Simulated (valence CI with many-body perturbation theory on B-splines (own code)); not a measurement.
**E1 line list for Cr XIX**

Computed by configuration interaction combined with many-body perturbation theory (CI+MBPT): four valence electrons over a frozen Dirac-Fock core [He], radial functions for each j: 11 s, 11 p, 10 d, 8 f, 5 g, 2 h, with the one-electron correlation potential Σ1 (screened to all orders), the two-electron term Σ2, the three-electron term Σ3, Breit, model QED; selected single and double excitations, second order for the rest, scaled by the run's own slope (own B-spline code, finite nucleus).

No measured levels were compared; by estimate levels of excited configurations hold to 0.05 to 0.15 % of their energy, terms of the ground configuration to about 0.5 %. Among the levels kept, up to 850 cm⁻¹ of a level comes from second order outside the variational space, and about a tenth of that is noise between levels of different J, which matters for small intervals.

Lines 151 to 200 of 552 in falling wavelength, among levels below 71.840 Ry, chosen from the strongest by gf and those to the six lowest levels. Wavelengths and rates use the calculated energies, so an error of 500 cm⁻¹ moves a line at 172.9 Å by 0.086 % and its rate by three times that or more. Electric multipoles are in the length gauge with retardation, E1 and E2 with the static RPA response of the core. Weak lines are less certain than strong ones. Lines between different terms over intervals too small for the method are left out, as are lines whose strength nearly cancels. The highest levels of a list are the least certain.

Names give the largest LS component (configuration and term), which can be under half, so a name can repeat, a term be missing and a line seem to break the LS rules; names also repeat where a configuration has a term twice. Letters in brackets count levels of one name in rising energy.

```tsv
λ vac (Å)	Upper	Lower	A (s⁻¹)	S (a.u.)
172.9	2p³3p ¹P_1	2s2p²3p ¹P°_1 [a]	8.55e+09	6.55e-02
171.6	2p³3p ³D_3	2s2p²3p ³D°_3 [b]	2.88e+09	5.03e-02
170.5	2s2p²3d ³G_5	2s²2p3d ³F°_4	2.77e+09	7.46e-02
170.0	2s2p²3s ³D_3	2s²2p3s ³P°_2	7.63e+09	1.30e-01
170.0	2p³3s ³P°_2	2s2p²3s ³P_2 [b]	1.80e+10	2.19e-01
167.7	2s2p²3p ³F°_4	2s²2p3p ³D_3	4.08e+09	8.55e-02
167.5	2s2p²3d ³F_4 [b]	2s²2p3d ³F°_4	2.60e+09	5.44e-02
166.9	2p³3s ¹P°_1	2s2p²3s ¹P_1	1.30e+10	8.92e-02
165.5	2s2p³ ³D°_3	2s²2p² ³P_2	5.42e+09	8.48e-02
165.4	2p³3p ¹F_3	2s2p²3p ¹F°_3	9.86e+09	1.54e-01
165.2	2p³3p ³D_3	2s2p²3p ³F°_4	4.62e+09	7.20e-02
164.8	2p³3p ³F_3	2s2p²3p ³F°_3	7.05e+09	1.09e-01
164.0	2p⁴ ¹D_2	2s2p³ ¹D°_2	2.75e+10	2.99e-01
163.0	2p³3s ¹D°_2	2s2p²3s ¹D_2	2.06e+10	2.20e-01
162.9	2p³3p ³D_2 [a]	2s2p²3p ³F°_2	4.59e+09	4.90e-02
162.0	2p³3p ³F_4	2s2p²3p ³F°_4	1.12e+10	2.11e-01
160.7	2p³3s ³D°_2	2s2p²3s ³D_3	5.04e+09	5.16e-02
160.3	2s2p³ ³D°_2	2s²2p² ³P_1	7.54e+09	7.66e-02
160.0	2s2p³ ³D°_1	2s²2p² ³P_1	1.02e+09	6.21e-03
159.1	2p³3s ³D°_2	2s2p²3s ³D_2	5.19e+09	5.16e-02
157.5	2s2p²3d ³G_4	2s²2p3d ³F°_3	3.61e+09	6.27e-02
157.0	2p³3s ³D°_3	2s2p²3s ³D_3	1.14e+10	1.53e-01
156.7	2s2p²3p ³P°_2 [b]	2s²2p3p ³S_1	4.92e+09	4.67e-02
155.4	2s2p²3p ³F°_3	2s²2p3p ³D_2	5.27e+09	6.83e-02
153.8	2s2p²3d ³F_3 [b]	2s²2p3d ³F°_3	4.14e+09	5.19e-02
152.5	2s2p²3p ¹D°_2 [a]	2s²2p3p ¹P_1	5.50e+09	4.81e-02
152.3	2s2p²3s ³D_2	2s²2p3s ³P°_1	7.82e+09	6.82e-02
152.3	2s2p²3d ³G_3	2s²2p3d ³F°_2	4.59e+09	5.60e-02
150.9	2p³3p ³P_1	2s2p²3p ³P°_2 [a]	8.78e+09	4.47e-02
149.9	2s2p²3p ³F°_2	2s²2p3p ³D_1	8.46e+09	7.03e-02
149.0	2s2p²3p ³D°_2 [b]	2s²2p3p ³D_2	5.26e+09	4.29e-02
148.6	2s2p³ ³D°_1	2s²2p² ³P_0	8.20e+09	3.99e-02
148.3	2s2p²3d ³F_2 [b]	2s²2p3d ³F°_2	6.50e+09	5.23e-02
146.3	2p³3d ⁵D°_3	2s2p²3d ⁵D_4	9.32e+09	1.01e-01
146.0	2p³3p ⁵P_2	2s2p²3p ⁵P°_3	1.23e+10	9.44e-02
145.8	2p³3d ⁵D°_4	2s2p²3d ⁵D_4	3.45e+09	4.76e-02
145.6	2p³3p ³P_2	2s2p²3p ³D°_3 [a]	1.61e+10	1.23e-01
143.6	2p⁴ ¹S_0	2s2p³ ¹P°_1	6.39e+10	9.35e-02
143.5	2p³3p ⁵P_3	2s2p²3p ⁵D°_4	1.73e+10	1.77e-01
143.2	2p³3d ⁵D°_4	2s2p²3d ⁵F_5	1.76e+10	2.29e-01
142.6	2s2p²3p ³D°_1 [b]	2s²2p3p ³D_1	1.11e+10	4.75e-02
141.6	2p³3s ⁵S°_2	2s2p²3s ⁵P_3	1.71e+10	1.20e-01
141.4	2p³3p ⁵P_1	2s2p²3p ⁵P°_2	1.08e+10	4.54e-02
141.3	2p³3d ⁵D°_2	2s2p²3d ⁵D_3	9.40e+09	6.54e-02
140.9	2p⁴ ³P_1	2s2p³ ³P°_2	1.24e+10	5.13e-02
140.7	2p³3s ³S°_1	2s2p²3s ³P_2 [a]	2.51e+10	1.04e-01
140.5	2s2p³ ³P°_1	2s²2p² ³P_2	2.98e+09	1.23e-02
140.4	2p³3d ⁵D°_1	2s2p²3d ⁵D_2	1.02e+10	4.18e-02
140.2	2p³3p ³P_1	2s2p²3p ³D°_2 [a]	1.29e+10	5.25e-02
139.5	2p³3p ⁵P_2	2s2p²3p ⁵D°_3	6.18e+09	4.14e-02
```
